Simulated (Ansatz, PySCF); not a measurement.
Complex: HF (SMILES F) (first 2 atoms) with AsH3 (SMILES [AsH3]); geometry from B3LYP-D3(BJ)/def2-TZVP, rigid monomers moved along the line of their centres of mass till H2···As3 is 3.35 Å.
(charge 0, multiplicity 1):
```xyz
6

F      0.8330    -0.5598    -0.2549
H      0.5508    -0.3219     0.6061
As    -0.4534     0.5267     3.6908
H      0.3371     0.1505     4.9306
H     -1.7825     0.0712     4.2650
H     -0.6404     1.9723     4.1137
```

Monomers are frozen at their geometry in the pair; levels with a basis set take the counterpoise correction. Rows marked so take none.

Rows in 6-31G* carry no dispersion term and start afresh at each structure (6-31G* with six Cartesian d functions); the Pople sets are all-electron and without relativity. MP2/6-31G* freezes PySCF's default core, which leaves 3d correlated.

Codes used: Ansatz (Gaussian basis) for Hartree–Fock, density functionals and correlated methods; PySCF for 6-31G* rows, the dispersion terms. Values without a source in brackets are computed.

```
level                            interaction energy (kcal/mol)
-------------------------------  -----------------------------
HF/6-31G*                                                -2.05
PBE/def2-TZVPPD                                          -2.22
PBE-D4/def2-TZVPPD                                       -2.40
B3LYP/6-31G* (no counterpoise)                           -2.20
B3LYP-D4/def2-TZVPPD                                       ___
PBE0-D3(BJ)/def2-TZVPPD                                  -2.44
M06-2X/6-31G* (no counterpoise)                          -2.31
wB97X-V/def2-TZVPPD                                      -2.29
MP2/6-31G*                                               -2.20
```

**Question.** What belongs in the gaps?

**Answer.** 
- B3LYP-D4/def2-TZVPPD, interaction energy (kcal/mol): -2.14

Ansatz is a first-principles code.
